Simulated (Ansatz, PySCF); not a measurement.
C4H3FS, SMILES c1c(ccs1)F.

Geometry: B3LYP-D3(BJ)/def2-SVP.

Vertical ionisation energy (IE) and electron affinity (EA) in eV. Rows of orbital energies are one-electron estimates. Where ΔSCF, EOM or ADC give a negative EA the extra electron is unbound and the value depends on the basis.

```json
[
 {"level": "−ε(HOMO), −ε(LUMO), PBE0/def2-TZVP (PySCF)", "IE": "?", "EA": "?"},
 {"level": "−ε(HOMO), −ε(LUMO), PBE/def2-TZVP (PySCF)", "IE": "5.84", "EA": "1.51"},
 {"level": "ΔSCF, PBE0/def2-SVPD (Ansatz), final states of multiplicity 2 and 2", "IE": "9.11", "EA": "-1.16"},
 {"level": "ΔSCF, PBE/def2-SVPD (Ansatz), final states of multiplicity 2 and 2", "IE": "9.02", "EA": "-1.17"}
]
```

### Question
Some entries are withheld; supply them. (The exact figures need the calculation; the answer reports its results.)

### Answer

- −ε(HOMO), −ε(LUMO), PBE0/def2-TZVP (PySCF), IE: 6.95
- −ε(HOMO), −ε(LUMO), PBE0/def2-TZVP (PySCF), EA: 0.67

### Question
What vertical singlet–triplet gap does ΔSCF give with PBE0/def2-SVPD (Ansatz, a first-principles code) and with PBE/def2-SVPD (Ansatz)? (The exact figures need the calculation; the answer reports its results.)

### Answer
3.71 and 3.79 eV (triplet above singlet where positive).
